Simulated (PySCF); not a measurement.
arsenic trifluoride cation (AsF3), SMILES F[As](F)F (connectivity only; charge and spin as stated), charge +1, multiplicity 2.

Coordinates come from a PBE0-D3(BJ)/def2-SVP optimisation. The multiplicity is an assumed one; other spin states were not compared.

Level of theory: r2SCAN/def2-TZVPD run with PySCF.

Computed frontier levels, dipole moment and polarisability:
```yaml
"α spin, highest occupied and lowest empty level": -16.79 and -8.44 eV
"β spin, highest occupied and lowest empty level": -18.41 and -14.71 eV
dipole_moment_about_the_centre_of_nuclear_charge: 1.96 D
mean_static_polarisability: 25.6 bohr³ (3.79 Å³)
polarisability_principal_values: 21.2, 27.8, 27.8 bohr³
"⟨S²⟩": 0.754 (pure state 0.75)
```
